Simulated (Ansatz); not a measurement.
Basis sets compared for Tl₄H₅. Total charge 0; doublet. Geometry PBE-D4/def2-SVP. Ansatz on 4 threads of Arm Neoverse V1 on a shared host; times are rough, and most runs start from earlier orbitals.

Cartesian coordinates in Å:
```
Tl 1.1006 -1.8817 -1.8166
Tl 0.1812 -0.8846 1.7854
Tl 1.0952 1.8831 -0.4515
Tl -2.7322 0.7588 -0.1155
H 0.6202 -2.1266 0.2944
H -0.9886 1.7809 -0.6932
H -1.7198 -0.5222 1.3233
H 1.1443 0.7831 1.3773
H 1.2991 0.2094 -1.7037
```

In the def2 sets Tl takes a core potential; there is no spin–orbit coupling. Another isomer (doublet) lies 0.17 eV lower at PBE0-D4/def2-TZVP; other spin states weren't run for this one.

Binding counts from free atoms (Tl doublet, H doublet) in the same basis, without a counterpoise term.

```tsv
level	functions	energy (Eh)	HOMO (eV)	LUMO (eV)	binding per atom (eV)	wall time
PBE-D4/def2-SVP	129	-693.1632	-4.30	-3.89	1.66	3.9 s
PBE0-D4/def2-SVP	129	-693.0123	-5.02	-3.32	1.60	5.5 s
```

Q: Estimate the rows for PBE-D4/def2-TZVP (with forces), PBE0-D4/def2-TZVP.

A: 
```tsv
level	functions	energy (Eh)	HOMO (eV)	LUMO (eV)	binding per atom (eV)	wall time
PBE-D4/def2-TZVP (with forces)	230	-693.1933	-4.31	-3.89	1.68	8.5 s
PBE0-D4/def2-TZVP	230	-693.0360	-5.04	-3.31	1.62	17 s
```
